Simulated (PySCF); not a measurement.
Mapped SMILES: `[SiH3:1][c:2]1[o:3][c:4]2[cH:5][cH:6][cH:7][cH:8][c:9]2[p:10]1` (H(Xn): hydrogen on atom n).

- geometry: PBE0-D3(BJ)/def2-SVP
- shielding tensors at PBE0/pcSseg-1 (GIAO)
- code: PySCF 2.14
- gas phase, one computed conformer, relativity neglected, averaged over atoms made equivalent by symmetry, fast rotation or ring inversion

Question: List the cross peaks expected in HSQC, COSY and HMBC spectra.

Answer: 

HSQC (one-bond C–H):
| δH | δC |
| --- | --- |
| 8.25 (H(C8)) | 135.0 (C8) |
| 7.98 (H(C5)) | 119.0 (C5) |
| 7.63 (H(C6)) | 133.1 (C6) |
| 7.48 (H(C7)) | 128.1 (C7) |

COSY cross peaks (H two or three bonds apart, from the bond graph; peaks can be absent where the dihedral angle is near 90°):
| δH | δH |
| --- | --- |
| 8.25 (H(C8)) | 7.48 (H(C7)) |
| 7.98 (H(C5)) | 7.63 (H(C6)) |
| 7.63 (H(C6)) | 7.48 (H(C7)) |

HMBC (two and three bonds, from the bond graph):
| δH | δC |
| --- | --- |
| 8.25 (H(C8)) | 168.1 (C4), 144.6 (C9), 133.1 (C6), 128.1 (C7) |
| 7.98 (H(C5)) | 168.1 (C4), 144.6 (C9), 133.1 (C6), 128.1 (C7) |
| 7.63 (H(C6)) | 168.1 (C4), 135.0 (C8), 128.1 (C7), 119.0 (C5) |
| 7.48 (H(C7)) | 144.6 (C9), 135.0 (C8), 133.1 (C6), 119.0 (C5) |
| 4.71 (H(Si1)) | 205.5 (C2) |

Shifts are taken against calculated references (same method and geometry level): 1H (σ = 31.27 ppm) and 13C (σ = 184.41 ppm) against TMS.

Shifts are as computed. Against solution values, carbons near 30 ppm lie about +2 ppm off and those near 130 ppm about +5 ppm. Of 1313 compounds with measured shifts, 239 miss one by over three times the rms of a fit or turn the order of signals round; such compounds aren't used in these exercises.
